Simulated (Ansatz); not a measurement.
Calculated with Ansatz (gas phase, PBE0-D4/def2-TZVP geometries, no zero-point term in ΔE). CCSD(T)/CBS is the MP2 limit (def2-TZVPP, def2-QZVPP) plus CCSD(T) − MP2 in def2-TZVPP, frozen cores. This one scheme is used for every species. DFT in def2-TZVPP. B3LYP here is the variant with VWN-RPA as its local correlation; programs differ in this. One conformer a species, not always the lowest.

`F[SiH]1[SiH2]S1` + `[NH2][AlH2]` → `[NH2][AlH][SiH]1[SiH2]S1` + H–F  (formal exchange of groups at the Si–F bond)

```tsv
level	ΔE (kJ/mol)	difference from CCSD(T)/CBS
PBE-D4	77.5	-16.0
r2SCAN-D4	97.5	4.0
PBE0-D4	80.4	-13.1
B3LYP-D4	100.4	6.9
ωB97X-V	104.0	10.5
ωB97M-V	106.8	13.3
B2PLYP	108.2	14.7
PBE	84.9	-8.6
r2SCAN	99.8	6.3
B3LYP	112.2	18.7
MP2/def2-TZVPP	95.7	2.2
CCSD/def2-TZVPP	99.6	6.1
MP2/def2-QZVPP	96.7	3.2
SCS-MP2/def2-QZVPP	106.0	12.5
MP2/CBS(def2)	95.5	2.0
CCSD/CBS(def2)	99.4	5.9
CCSD(T)/CBS	93.5	0
```

Largest T1 diagnostic among the species: 0.014.

In def2-TZVPP, CCSD(T) changes the Hartree–Fock value by −37.2 kJ/mol (the triples alone add −5.9 kJ/mol) and MP2 by −35.2 kJ/mol. The D4 term adds −11.8 kJ/mol with B3LYP and −7.0 kJ/mol with PBE0; it sums over pairs of atoms, weighted by their polarisabilities, and B3LYP, whose exchange is more repulsive, gets the larger term.
